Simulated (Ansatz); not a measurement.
A first, cheap relaxation of C2H7AlBFO.

```yaml
crystal:
  periodic: [false, false, false]
  atoms:
    - {symbol: B, position_ang: [0.646300, -2.097700, -0.385000]}
    - {symbol: C, position_ang: [0.702100, -0.568600, 0.171700]}
    - {symbol: C, position_ang: [-0.510900, 0.314800, -0.283600]}
    - {symbol: O, position_ang: [-1.628500, -0.205800, 0.168400]}
    - {symbol: F, position_ang: [-0.499700, 0.388200, -1.669200]}
    - {symbol: Al, position_ang: [-0.256700, 2.210100, 0.416000]}
    - {symbol: H, position_ang: [-0.290800, -2.735400, -0.095000]}
    - {symbol: H, position_ang: [1.479100, -2.461500, -1.113500]}
    - {symbol: H, position_ang: [0.755600, -0.600900, 1.323600]}
    - {symbol: H, position_ang: [1.659100, -0.122700, -0.171700]}
    - {symbol: H, position_ang: [-1.678300, -0.261100, 1.184500]}
    - {symbol: H, position_ang: [1.188100, 2.892500, 0.231400]}
    - {symbol: H, position_ang: [-1.545200, 3.213300, 0.237100]}
basis:
  gaussian: {orbitals: def2-SVP}
hamiltonian: {xc: pbe, dispersion: d4}
relax: {f_tol: 0.03, max_steps: 200}
```

```sh
$ ansatz run in.yaml --threads 4 --pin off --events-out ev --progress --plain --max-ram 10444MiB
```

It prints (some lines left out):

```
Functional definition: PBE
mean field -14201.88630008 eV, -521.9096951437 hartree, gradient 2.9e-5 eV, S^2 0.000000; 0 other end points of the search recorded, 0 dependent functions left out
relax step   1: F+E_penalty+E_count = -14202.15264638 eV  Δ(F+E_penalty+E_count) = +0.000e0 eV  max|allowed force component| = 4.452e0 eV/Å  Δτ_max = 0.0000 Å  (30 SCF iters, accepted)
mean field -14202.61659278 eV, -521.9365329053 hartree, gradient 1.4e-5 eV, S^2 0.000000; 0 other end points of the search recorded, 0 dependent functions left out
relax step   2: F+E_penalty+E_count = -14202.88101060 eV  Δ(F+E_penalty+E_count) = -7.284e-1 eV  max|allowed force component| = 1.982e0 eV/Å  Δτ_max = 0.1998 Å  (30 SCF iters, accepted)
mean field -14202.71956287 eV, -521.9403169863 hartree, gradient 2.3e-5 eV, S^2 0.000000; 0 other end points of the search recorded, 0 dependent functions left out
relax step   3: F+E_penalty+E_count = -14202.98311036 eV  Δ(F+E_penalty+E_count) = -1.021e-1 eV  max|allowed force component| = 4.967e-1 eV/Å  Δτ_max = 0.0822 Å  (30 SCF iters, accepted)
mean field -14202.75057735 eV, -521.9414567474 hartree, gradient 2.1e-5 eV, S^2 0.000000; 0 other end points of the search recorded, 0 dependent functions left out
relax step   4: F+E_penalty+E_count = -14203.01447487 eV  Δ(F+E_penalty+E_count) = -3.136e-2 eV  max|allowed force component| = 3.753e-1 eV/Å  Δτ_max = 0.0549 Å  (30 SCF iters, accepted)
mean field -14202.76829869 eV, -521.9421079949 hartree, gradient 2.1e-5 eV, S^2 0.000000; 0 other end points of the search recorded, 0 dependent functions left out
relax step   5: F+E_penalty+E_count = -14203.03243524 eV  Δ(F+E_penalty+E_count) = -1.796e-2 eV  max|allowed force component| = 2.510e-1 eV/Å  Δτ_max = 0.0472 Å  (30 SCF iters, accepted)
mean field -14202.81287727 eV, -521.9437462272 hartree, gradient 1.8e-5 eV, S^2 0.000000; 0 other end points of the search recorded, 0 dependent functions left out
relax step   6: F+E_penalty+E_count = -14203.07741006 eV  Δ(F+E_penalty+E_count) = -4.497e-2 eV  max|allowed force component| = 7.298e-1 eV/Å  Δτ_max = 0.1923 Å  (35 SCF iters, accepted)
mean field -14202.86209933 eV, -521.9455551047 hartree, gradient 1.8e-5 eV, S^2 0.000000; 0 other end points of the search recorded, 0 dependent functions left out
relax step   7: F+E_penalty+E_count = -14203.12676325 eV  Δ(F+E_penalty+E_count) = -4.935e-2 eV  max|allowed force component| = 1.180e0 eV/Å  Δτ_max = 0.1932 Å  (36 SCF iters, accepted)
mean field -14202.88703861 eV, -521.9464716063 hartree, gradient 1.9e-5 eV, S^2 0.000000; 0 other end points of the search recorded, 0 dependent functions left out
relax step   8: F+E_penalty+E_count = -14203.15234645 eV  Δ(F+E_penalty+E_count) = -2.558e-2 eV  max|allowed force component| = 1.457e0 eV/Å  Δτ_max = 0.1677 Å  (36 SCF iters, accepted)
mean field -14202.97387592 eV, -521.9496628187 hartree, gradient 1.1e-5 eV, S^2 0.000000; 0 other end points of the search recorded, 0 dependent functions left out
relax step   9: F+E_penalty+E_count = -14203.23937675 eV  Δ(F+E_penalty+E_count) = -8.703e-2 eV  max|allowed force component| = 1.085e0 eV/Å  Δτ_max = 0.1006 Å  (31 SCF iters, accepted)
mean field -14203.09931133 eV, -521.9542724848 hartree, gradient 1.8e-5 eV, S^2 0.000000; 0 other end points of the search recorded, 0 dependent functions left out
relax step  10: F+E_penalty+E_count = -14203.36761883 eV  Δ(F+E_penalty+E_count) = -1.282e-1 eV  max|allowed force component| = 1.732e0 eV/Å  Δτ_max = 0.1951 Å  (37 SCF iters, accepted)
mean field -14203.31432837 eV, -521.9621742152 hartree, gradient 2.5e-5 eV, S^2 0.000000; 0 other end points of the search recorded, 0 dependent functions left out
relax step  11: F+E_penalty+E_count = -14203.58416228 eV  Δ(F+E_penalty+E_count) = -2.165e-1 eV  max|allowed force component| = 2.193e0 eV/Å  Δτ_max = 0.1951 Å  (37 SCF iters, accepted)
mean field -14203.65154838 eV, -521.9745668221 hartree, gradient 8.9e-6 eV, S^2 0.000000; 0 other end points of the search recorded, 0 dependent functions left out
relax step  12: F+E_penalty+E_count = -14203.92243120 eV  Δ(F+E_penalty+E_count) = -3.383e-1 eV  max|allowed force component| = 1.838e0 eV/Å  Δτ_max = 0.2000 Å  (38 SCF iters, accepted)
mean field -14203.86279718 eV, -521.9823300724 hartree, gradient 2.6e-5 eV, S^2 0.000000; 0 other end points of the search recorded, 0 dependent functions left out
relax step  13: F+E_penalty+E_count = -14204.13131805 eV  Δ(F+E_penalty+E_count) = -2.089e-1 eV  max|allowed force component| = 2.035e0 eV/Å  Δτ_max = 0.1950 Å  (36 SCF iters, accepted)
mean field -14203.94856247 eV, -521.9854818886 hartree, gradient 7.0e-6 eV, S^2 0.000000; 0 other end points of the search recorded, 0 dependent functions left out
relax step  14: F+E_penalty+E_count = -14204.22060531 eV  Δ(F+E_penalty+E_count) = -8.929e-2 eV  max|allowed force component| = 1.562e0 eV/Å  Δτ_max = 0.1127 Å  (31 SCF iters, accepted)
mean field -14204.01131903 eV, -521.9877881497 hartree, gradient 2.4e-5 eV, S^2 0.000000; 0 other end points of the search recorded, 0 dependent functions left out
relax step  15: F+E_penalty+E_count = -14204.28567135 eV  Δ(F+E_penalty+E_count) = -6.507e-2 eV  max|allowed force component| = 4.187e-1 eV/Å  Δτ_max = 0.0647 Å  (31 SCF iters, accepted)
mean field -14204.03448929 eV, -521.9886396412 hartree, gradient 2.5e-5 eV, S^2 0.000000; 0 other end points of the search recorded, 0 dependent functions left out
relax step  16: F+E_penalty+E_count = -14204.30951534 eV  Δ(F+E_penalty+E_count) = -2.384e-2 eV  max|allowed force component| = 2.523e-1 eV/Å  Δτ_max = 0.0890 Å  (30 SCF iters, accepted)
mean field -14204.08248291 eV, -521.9904033742 hartree, gradient 2.1e-5 eV, S^2 0.000000; 0 other end points of the search recorded, 0 dependent functions left out
relax step  17: F+E_penalty+E_count = -14204.35971118 eV  Δ(F+E_penalty+E_count) = -5.020e-2 eV  max|allowed force component| = 5.473e-1 eV/Å  Δτ_max = 0.1971 Å  (31 SCF iters, accepted)
mean field -14204.16999466 eV, -521.9936193716 hartree, gradient 1.4e-5 eV, S^2 0.000000; 0 other end points of the search recorded, 0 dependent functions left out
relax step  18: F+E_penalty+E_count = -14204.44901657 eV  Δ(F+E_penalty+E_count) = -8.931e-2 eV  max|allowed force component| = 4.300e-1 eV/Å  Δτ_max = 0.1958 Å  (31 SCF iters, accepted)
mean field -14204.31437056 eV, -521.9989250878 hartree, gradient 1.4e-5 eV, S^2 0.000000; 0 other end points of the search recorded, 0 dependent functions left out
relax step  19: F+E_penalty+E_count = -14204.59604933 eV  Δ(F+E_penalty+E_count) = -1.470e-1 eV  max|allowed force component| = 5.382e-1 eV/Å  Δτ_max = 0.1949 Å  (31 SCF iters, accepted)
mean field -14204.53294208 eV, -522.0069574431 hartree, gradient 1.1e-5 eV, S^2 0.000000; 0 other end points of the search recorded, 0 dependent functions left out
relax step  20: F+E_penalty+E_count = -14204.81632053 eV  Δ(F+E_penalty+E_count) = -2.203e-1 eV  max|allowed force component| = 7.061e-1 eV/Å  Δτ_max = 0.1951 Å  (32 SCF iters, accepted)
mean field -14204.73892449 eV, -522.0145271570 hartree, gradient 2.7e-5 eV, S^2 0.000000; 0 other end points of the search recorded, 0 dependent functions left out
relax step  21: F+E_penalty+E_count = -14205.02313856 eV  Δ(F+E_penalty+E_count) = -2.068e-1 eV  max|allowed force component| = 8.776e-1 eV/Å  Δτ_max = 0.1962 Å  (30 SCF iters, accepted)
mean field -14205.04706774 eV, -522.0258512126 hartree, gradient 2.3e-5 eV, S^2 0.000000; 0 other end points of the search recorded, 0 dependent functions left out
relax step  22: F+E_penalty+E_count = -14205.33468100 eV  Δ(F+E_penalty+E_count) = -3.115e-1 eV  max|allowed force component| = 6.274e-1 eV/Å  Δτ_max = 0.1942 Å  (36 SCF iters, accepted)
mean field -14205.11499362 eV, -522.0283474427 hartree, gradient 9.0e-6 eV, S^2 0.000000; 0 other end points of the search recorded, 0 dependent functions left out
relax step  23: F+E_penalty+E_count = -14205.40036243 eV  Δ(F+E_penalty+E_count) = -6.568e-2 eV  max|allowed force component| = 3.333e-1 eV/Å  Δτ_max = 0.1943 Å  (31 SCF iters, accepted)
mean field -14205.15098166 eV, -522.0296699788 hartree, gradient 9.6e-6 eV, S^2 0.000000; 0 other end points of the search recorded, 0 dependent functions left out
relax step  24: F+E_penalty+E_count = -14205.43732653 eV  Δ(F+E_penalty+E_count) = -3.696e-2 eV  max|allowed force component| = 3.392e-1 eV/Å  Δτ_max = 0.1999 Å  (30 SCF iters, accepted)
mean field -14205.18858379 eV, -522.0310518317 hartree, gradient 2.0e-5 eV, S^2 0.000000; 0 other end points of the search recorded, 0 dependent functions left out
relax step  25: F+E_penalty+E_count = -14205.47470745 eV  Δ(F+E_penalty+E_count) = -3.738e-2 eV  max|allowed force component| = 2.854e-1 eV/Å  Δτ_max = 0.0903 Å  (30 SCF iters, accepted)
mean field -14205.19953692 eV, -522.0314543518 hartree, gradient 2.6e-5 eV, S^2 0.000000; 0 other end points of the search recorded, 0 dependent functions left out
relax step  26: F+E_penalty+E_count = -14205.48609727 eV  Δ(F+E_penalty+E_count) = -1.139e-2 eV  max|allowed force component| = 3.031e-1 eV/Å  Δτ_max = 0.1112 Å  (30 SCF iters, accepted)
mean field -14205.21300711 eV, -522.0319493721 hartree, gradient 2.1e-5 eV, S^2 0.000000; 0 other end points of the search recorded, 0 dependent functions left out
relax step  27: F+E_penalty+E_count = -14205.49967601 eV  Δ(F+E_penalty+E_count) = -1.358e-2 eV  max|allowed force component| = 1.846e-1 eV/Å  Δτ_max = 0.1271 Å  (30 SCF iters, accepted)
mean field -14205.21381985 eV, -522.0319792397 hartree, gradient 2.0e-5 eV, S^2 0.000000; 0 other end points of the search recorded, 0 dependent functions left out
relax step  28: F+E_penalty+E_count = -14205.50004543 eV  Δ(F+E_penalty+E_count) = -3.694e-4 eV  max|allowed force component| = 1.928e-1 eV/Å  Δτ_max = 0.0406 Å  (31 SCF iters, accepted)
mean field -14205.20335997 eV, -522.0315948462 hartree, gradient 2.0e-5 eV, S^2 0.000000; 0 other end points of the search recorded, 0 dependent functions left out
relax step  29: F+E_penalty+E_count = -14205.48982137 eV  Δ(F+E_penalty+E_count) = +1.022e-2 eV  max|allowed force component| = 6.000e-1 eV/Å  Δτ_max = 0.0585 Å  (31 SCF iters, rejected (line search))
mean field -14205.21856141 eV, -522.0321534890 hartree, gradient 2.0e-5 eV, S^2 0.000000; 0 other end points of the search recorded, 0 dependent functions left out
relax step  30: F+E_penalty+E_count = -14205.50489201 eV  Δ(F+E_penalty+E_count) = -4.847e-3 eV  max|allowed force component| = 3.874e-2 eV/Å  Δτ_max = 0.0284 Å  (31 SCF iters, accepted)
mean field -14205.21874255 eV, -522.0321601456 hartree, gradient 2.1e-5 eV, S^2 0.000000; 0 other end points of the search recorded, 0 dependent functions left out
relax step  31: F+E_penalty+E_count = -14205.50503518 eV  Δ(F+E_penalty+E_count) = -1.432e-4 eV  max|allowed force component| = 3.167e-2 eV/Å  Δτ_max = 0.0112 Å  (32 SCF iters, accepted)
mean field -14205.21885313 eV, -522.0321642093 hartree, gradient 9.3e-6 eV, S^2 0.000000; 0 other end points of the search recorded, 0 dependent functions left out
relax step  32: F+E_penalty+E_count = -14205.50513508 eV  Δ(F+E_penalty+E_count) = -9.989e-5 eV  max|allowed force component| = 9.161e-3 eV/Å  Δτ_max = 0.0069 Å  (24 SCF iters, accepted)
mean field -14205.21885313 eV, -522.0321642093 hartree, gradient 9.4e-6 eV, S^2 0.000000; 1 other end points of the search recorded, 0 dependent functions left out
Total energy: -14205.50518020 eV, -522.0426865349 hartree
Atom 0 at     0.288543    -0.920162    -0.980861 Å, force    -0.009161    -0.005815     0.001326 eV/Å
Atom 1 at     0.717138    -0.705088     0.684891 Å, force     0.008112    -0.005806     0.007494 eV/Å
Atom 2 at    -0.351993     0.217699     0.854372 Å, force     0.003788    -0.000509    -0.007327 eV/Å
Atom 3 at    -1.428134    -0.087354     1.549800 Å, force     0.003580     0.000770     0.001153 eV/Å
Atom 4 at     0.595401     0.471386    -1.583742 Å, force    -0.004018     0.005344    -0.000340 eV/Å
Atom 5 at    -0.269607     1.778570    -0.495372 Å, force     0.000619     0.000880    -0.003195 eV/Å
Atom 6 at    -0.895483    -1.159400    -1.182852 Å, force     0.001284     0.001508    -0.003472 eV/Å
Atom 7 at     1.075279    -1.747232    -1.420108 Å, force    -0.000650     0.002801     0.001705 eV/Å
Atom 8 at     0.695235    -1.659930     1.254522 Å, force    -0.002644     0.001302    -0.002337 eV/Å
Atom 9 at     1.726578    -0.263744     0.610325 Å, force     0.001659     0.001513     0.006326 eV/Å
Atom 10 at    -1.308495    -0.946940     2.022292 Å, force    -0.000494     0.000822    -0.002064 eV/Å
Atom 11 at     0.850033     2.861298    -0.130845 Å, force    -0.001357    -0.001546     0.001360 eV/Å
Atom 12 at    -1.674296     2.126095    -1.167722 Å, force    -0.000717    -0.001263    -0.000630 eV/Å
Dipole moment:     0.029331    -0.460351     0.752147 e Å
```

Run time 38 s (4 threads of a server CPU on a shared host); peak host memory 0.21 GiB.
